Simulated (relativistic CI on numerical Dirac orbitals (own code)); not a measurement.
**Radial parameters of Eu52+**

Calculated at this level of theory: Dirac-Coulomb-Breit CI, separate exchange-only KLI orbitals for each configuration, QED by a radiative potential, unscaled Slater integrals (own radial code, finite nucleus).

Slater integrals F^k, G^k are unscaled and averaged over j, outside the closed core [Ne]; ζ comes from projecting the Hamiltonian with its Breit term on Σ l·s of the shell.

- 3p: ζ(3p) = 943860 cm⁻¹; <r>(3p) = 0.2162, <r^2>(3p) = 0.05406 (bohr units).
- 3d: ζ(3d) = 129010 cm⁻¹; <r>(3d) = 0.1898, <r^2>(3d) = 0.04144 (bohr units).
- 4p: ζ(4p) = 385540 cm⁻¹; <r>(4p) = 0.407, <r^2>(4p) = 0.1883 (bohr units).

Averages of the first 10 configurations, taken without configuration mixing, which lowers the lowest level and can move excited configurations by several eV; other configurations of the list can lie among them:

```
Configuration  Parity  States  Average energy above the lowest level (eV)
           3s    even       2                                         0.0
           3p     odd       6                                       242.4
           3d    even      10                                       478.4
           4s    even       2                                      2203.2
           4p     odd       6                                      2302.9
           4d    even      10                                      2395.4
           4f     odd      14                                      2437.5
           5s    even       2                                      3183.9
           5p     odd       6                                      3234.0
           5d    even      10                                      3279.8
```
